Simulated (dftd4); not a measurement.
CHN, charge +1, doublet, geometry from GFN2-xTB (a state made from the parent by changing its charge; the spin is typed, not shown lowest); D4 for hf run with dftd4.

dftd4 was given this input:
```
$ dftd4 mol.xyz --func hf --charge 1 --json dftd4.json --noedisp --property

# file mol.xyz
3

C     -0.00000000    -0.00000000    -0.72004593
N      0.00000000     0.00000000     0.40993120
H      0.00000000     0.00000000     1.45075717
```

It wrote (shortened):

```
                    ____  _____ _____     ____  _  _
      -------------|  _ \|  ___|_   _|---|  _ \| || |------------
     |             | | | | |_    | | ___ | | | | || |_           |
     |             | |_| |  _|   | ||___|| |_| |__   _|          |
     |             |____/|_|     |_|     |____/   |_|            |
     |             ===================================           |
     |            E. Caldeweyher, S. Ehlert & S. Grimme          |
     |          Mulliken Center for Theoretical Chemistry        |
     |                    University of Bonn                     |
      -----------------------------------------------------------

Rational (Becke-Johnson) damping: hf-D4-ATM
---------------------
  s6         1.0000
  s8         1.6168
  s9         1.0000
  a1         0.4496
  a2         3.3574
 alp        16.0000
--------------------

Atomic data, radii in Ångström:
------------------------------------------------------
   Z          R(cov)      r4/r2   hardness         EN
------------------------------------------------------
   6 C        1.0000     1.6431     0.4220     2.5500
   7 N        0.9467     1.4350     0.5044     3.0400
   1 H        0.4267     1.0622     0.4726     2.2000
------------------------------------------------------

Atomic reference systems (in atomic units):
----------------------------------------------------------------------------
   Z        #      CN     q+Z       C6(AA)   #      CN     q+Z       C6(AA)
----------------------------------------------------------------------------
   6 C      1  0.0000  6.0000      49.3833   2  0.9189  5.8288      52.1688
            3  1.9079  5.8579      35.6972   4  2.8312  5.7775      35.8445
            5  3.7487  5.7435      28.6317   6  2.9183  5.8956      32.2504
            7  0.8556  6.2103      25.6194
   7 N      1  0.0000  7.0000      25.3714   2  0.8583  6.6470      32.5496
            3  1.8399  6.6987      28.5877   4  2.5804  6.1757      42.3910
            5  0.9809  7.0000      18.1534
   1 H      1  0.0000  1.0000       7.6362   2  0.8942  1.0000       3.0374
----------------------------------------------------------------------------

Atomic properties (in atomic units):
----------------------------------------------------------------------------
     #    Z              CN          q      C6(AA)        C8(AA)   alpha(0)
----------------------------------------------------------------------------
     1    6 C        0.9105     0.6710     22.0247      636.9937     7.8266
     2    7 N        1.7685    -0.1629     25.1174      554.1104     7.4475
     3    1 H        0.8580     0.4918      0.3434        4.1506     0.9180
----------------------------------------------------------------------------

Molecular properties (in atomic units):
----------------------------------------
 molecular C6                 105.5824
 molecular C8                2574.5267
----------------------------------------

Dispersion energy:      -2.2269058686366E-03 Eh

[Info] JSON dump of results written to 'dftd4.json'
```
